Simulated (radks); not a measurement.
Results of a calculation; reference values are marked as such.
Task: Ionisation of Gd+, [Xe] 4f7 5d1 6s1, to Gd2+, [Xe] 4f7 5d1, under several functionals. Non-relativistic Kohn-Sham, spin-polarised, spherical densities, point nucleus; open shells are filled with parallel spins first (spin-orbit coupling, left out, can overturn this in heavy ions); a radial shooting solver on a logarithmic mesh with Libxc functionals. Known Delta-SCF values: PBE 11.714 eV; LDA (Slater exchange, VWN5 correlation) 11.932 eV. What does BP86 give, and what is its highest occupied eigenvalue?

Result: 11.829 eV by Delta-SCF; the 6s eigenvalue is -9.302 eV. NIST: 12.08 eV (semi-empirical).

Beside tabulated values, note that relativity, absent from the non-relativistic runs, is large for the heavy elements.
